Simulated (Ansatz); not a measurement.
F$_{3}$HSSn (`[F][Sn]([F])([F])[SH]`), 6 atoms. Charge 0, multiplicity 1. Correlated methods include outer-core shells of Sn, which these sets cover unevenly. Sn takes the def2 core potential. All runs use 4 threads of a server CPU on a shared host. Correlated methods freeze the cores.

Task: Give the basis size and wall time and peak host memory of each of these runs in Ansatz. RKS r2SCANh-D4/def2-TZVPP energy; RKS PBE0-D4/def2-QZVPP energy; RHF-CCSD(T)/def2-TZVPP energy; RKS PBE0-D4/def2-TZVP relaxation (6 steps); RKS PBE0-D4/def2-SVP energy; RKS r2SCAN-D4/def2-TZVPP energy and forces; RHF-CCSD(T)/def2-SVP energy; RKS ωB97M-V/def2-QZVPP energy; RKS PBE0-D4/def2-TZVP frequencies; direct RPA on PBE orbitals/def2-TZVPP energy; RKS ωB97M-V/def2-SVP energy; RKS B2PLYP (frozen core)/def2-TZVPP energy. (Best estimate.)

Result: The calculation gave: Other jobs shared the machine, so times are rough.

```tsv
level	job	functions	wall time	peak host memory (GiB)
RKS PBE0-D4/def2-SVP	energy	91	1.1 s	0.22
RKS ωB97M-V/def2-SVP	energy	91	2.5 s	0.31
RKS r2SCAN-D4/def2-TZVPP	energy and forces	199	2.5 s	0.29
RKS r2SCANh-D4/def2-TZVPP	energy	199	3 s	0.52
direct RPA on PBE orbitals/def2-TZVPP	energy	199	3.3 s	0.47
RHF-CCSD(T)/def2-SVP	energy	91	3.8 s	0.4
RKS B2PLYP (frozen core)/def2-TZVPP	energy	199	4 s	0.52
RKS PBE0-D4/def2-QZVPP	energy	353	4.8 s	1.1
RKS ωB97M-V/def2-QZVPP	energy	353	7.5 s	1.3
RKS PBE0-D4/def2-TZVP	relaxation (6 steps)	186	16 s	0.53
RHF-CCSD(T)/def2-TZVPP	energy	199	38 s	3.1
RKS PBE0-D4/def2-TZVP	frequencies	186	71 s	0.55
```
